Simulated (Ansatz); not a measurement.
Ansatz (an electronic-structure program) input:
A basis named .json is the Basis Set Exchange file of that set.

Ansatz 0.2 input:
```yaml
crystal:
  periodic: [false, false, false]
  atoms:
    - {symbol: Si, position_ang: [-0.03183524, -0.08576984, 0.42587080]}
    - {symbol: N, position_ang: [-0.54650029, 1.48605803, -0.56836358]}
    - {symbol: N, position_ang: [-0.94065077, -1.25998387, -0.36753196]}
    - {symbol: N, position_ang: [1.61942245, -0.26880219, 0.22737384]}
    - {symbol: H, position_ang: [-0.37883945, 0.38700818, 1.77075638]}
    - {symbol: H, position_ang: [-1.53144596, 1.73470467, -0.45737828]}
    - {symbol: H, position_ang: [-0.38360213, 1.33974097, -1.56652501]}
    - {symbol: H, position_ang: [-0.57029230, -2.19343780, -0.47590344]}
    - {symbol: H, position_ang: [-1.94945304, -1.26863992, -0.40024728]}
    - {symbol: H, position_ang: [2.27748901, -0.06002696, 0.96266867]}
    - {symbol: H, position_ang: [2.05319384, -0.73842328, -0.55283769]}
    - {symbol: H, position_ang: [0.00274361, 2.29894816, -0.28307272]}
basis:
  gaussian:
    orbitals: cc-pwCVTZ.json
total_charge: 1
magnetization: {spin_polarized: false}
correlation: {method: ccsd_t, electrons: outside_noble_gas}
```

**Question.** What final total energy does it print?

**Answer.** -457.76520 Eh (CCSD(T)/cc-pwCVTZ).

It need not be the lowest isomer of its formula.
